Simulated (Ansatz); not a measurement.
Abridged output of a molecular run in Ansatz:

```
Functional definition: HF
945 factors; integrals over basis functions are off by at most 1.6e-3 eV
mean field evaluation 1: about -68538.1163 eV, gradient 2.7e1 eV
mean field evaluation 2: about -68538.1865 eV, gradient 2.7e1 eV
mean field evaluation 4: about -68540.3179 eV, gradient 3.6e0 eV
mean field evaluation 8: about -68540.3690 eV, gradient 4.6e-4 eV
mean field -68540.36900667 eV, -2518.8121026644 hartree, gradient 3.7e-6 eV, S^2 0.000000; 0 other end points of the search recorded, 0 dependent functions left out
12 core orbitals not correlated: weight in the atoms' cores, before any rotation towards them, 1.000 or more for the frozen orbitals, at most 0.000 for the correlated occupied ones
reference -68540.36900667 eV, -2518.8121026644 hartree; 16, 16 occupied and 66, 66 virtual orbitals, 945 factors
second order -16.69143440 eV of doubles, -0.00000000 eV of singles
cycle   1  -16.95958331 eV  change   -2.7e-1 eV  update   1.0e-1
cycle   2  -17.47494009 eV  change   -5.2e-1 eV  update   3.2e-2
cycle   3  -17.57094618 eV  change   -9.6e-2 eV  update   1.7e-2
cycle   4  -17.56094873 eV  change    1.0e-2 eV  update   5.1e-3
cycle   5  -17.56322469 eV  change   -2.3e-3 eV  update   2.3e-3
cycle   6  -17.56342465 eV  change   -2.0e-4 eV  update   6.8e-4
cycle   7  -17.56293610 eV  change    4.9e-4 eV  update   2.9e-4
cycle   8  -17.56301754 eV  change   -8.1e-5 eV  update   1.0e-4
cycle   9  -17.56302250 eV  change   -5.0e-6 eV  update   3.5e-5
perturbative correction -0.59012044 eV, -0.0216865260 hartree
Total energy: -68558.52214960 eV, -2519.4792183626 hartree
```

Its atoms:

Cartesian coordinates in Å:
```
C 1.475 -0.252 1.008
N 0.383 -0.151 0.429
B -0.805 -0.041 -0.213
Se -0.887 0.869 -1.949
H 1.823 0.512 1.712
H 2.135 -1.109 0.842
H -1.793 -0.495 0.274
H -2.331 0.668 -2.103
```

(1) Which basis set was used?
A. def2-SVP
B. cc-pV(T+d)Z
C. def2-TZVPPD
D. def2-TZVPP

(2) Write the keys of the input that set method, charge and spin (a neutral closed shell needs none for the last two).

## Answers

(1) A. It gives 94 functions.

(2) 
```yaml
correlation: {method: ccsd_t}
```
